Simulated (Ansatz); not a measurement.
`B[SiH2]CS[SiH3]` → B• + C• + 9 H• + S• + 2 Si•  (atomization)

Computed with Ansatz on PBE0-D4/def2-TZVP structures; ΔE is electronic, products minus reactants. CCSD(T)/CBS is the MP2 limit (def2-TZVPP, def2-QZVPP) plus CCSD(T) − MP2 in def2-TZVPP, frozen cores. This one scheme is used for every species, atoms too. For atomizations the MP2-based limit and the directly extrapolated one differ by several kJ/mol either way, and by 10 to 25 for some Ge, Se and Sn compounds, so smaller differences from it don't rank the levels. DFT in def2-TZVPP. B3LYP here is the variant with VWN-RPA as its local correlation; programs differ in this. HSE06 is defined as in plane-wave codes. No spin–orbit coupling; open shells (•) take unrestricted orbitals. Spin–orbit coupling would lower the free atoms: a little for B, C, S, Si. One conformer a species, not always the lowest.

`B[SiH2]CS[SiH3]`:

Z-matrix (Å, degrees):
```
Si
C 1 1.887
B 1 2.011 2 114.7
H 1 1.490 2 108.3 3 -123.7
H 1 1.493 2 108.9 3 119.5
S 2 1.828 1 112.9 3 -179.9
H 2 1.093 1 111.9 3 -55.1
H 2 1.093 1 109.7 3 62.8
H 3 1.197 1 119.5 2 -172.7
H 3 1.197 1 123.4 2 8.7
Si 6 2.125 2 100.8 1 85.0
H 11 1.488 6 110.0 2 54.9
H 11 1.483 6 105.4 2 174.1
H 11 1.486 6 113.1 2 -65.9
```

```json
{"level": "PBE-D4", "ΔE (kJ/mol)": "4485.9", "difference from CCSD(T)/CBS": "9.4"}
{"level": "BLYP-D4", "ΔE (kJ/mol)": "4435.1", "difference from CCSD(T)/CBS": "-41.4"}
{"level": "r2SCANh-D4", "ΔE (kJ/mol)": "4480.7", "difference from CCSD(T)/CBS": "4.2"}
{"level": "ωB97X-V", "ΔE (kJ/mol)": "4516.7", "difference from CCSD(T)/CBS": "40.2"}
{"level": "PBE", "ΔE (kJ/mol)": "4450.8", "difference from CCSD(T)/CBS": "-25.7"}
{"level": "r2SCAN", "ΔE (kJ/mol)": "4485.2", "difference from CCSD(T)/CBS": "8.7"}
{"level": "B3LYP", "ΔE (kJ/mol)": "4426.4", "difference from CCSD(T)/CBS": "-50.1"}
{"level": "HSE06", "ΔE (kJ/mol)": "4440.6", "difference from CCSD(T)/CBS": "-35.9"}
{"level": "MP2/def2-TZVPP", "ΔE (kJ/mol)": "4369.4", "difference from CCSD(T)/CBS": "-107.1"}
{"level": "CCSD/CBS(def2)", "ΔE (kJ/mol)": "4428.1", "difference from CCSD(T)/CBS": "-48.4"}
{"level": "CCSD(T)/CBS", "ΔE (kJ/mol)": "4476.5", "difference from CCSD(T)/CBS": "0"}
```

Question: What do rigid-rotor, harmonic-oscillator terms from PBE0-D4/def2-TZVP frequencies (298.15 K, 1 bar) make of the CCSD(T)/CBS value? (Best estimate.)

Answer: Ansatz gave: ΔZPE = -237.7 kJ/mol, ΔH = +4297.1 kJ/mol, ΔS = 1433 J/(mol·K), ΔG = +3869.7 kJ/mol. Open shells count their whole term as degenerate. Modes under 50 cm⁻¹ make the entropy rough.

Largest T1 diagnostic among the species: 0.014.

Leaving LDA and LC-ωPBE aside and taking each functional with its dispersion term where it has one, the values, not all of them listed here, spread over 100.1 kJ/mol, from revPBE-D4 to ωB97X-V. LDA lies +541.5 kJ/mol from PBE without D4, its usual overbinding. From BLYP to BHLYP (50 % exact exchange), in def2-TZVPP and without D4, ΔE moves by +21.7 kJ/mol. In def2-TZVPP, CCSD(T) changes the Hartree–Fock value by +952.1 kJ/mol (the triples alone add +48.4 kJ/mol) and MP2 by +956.8 kJ/mol; breaking electron pairs costs correlation energy, which Hartree–Fock lacks.
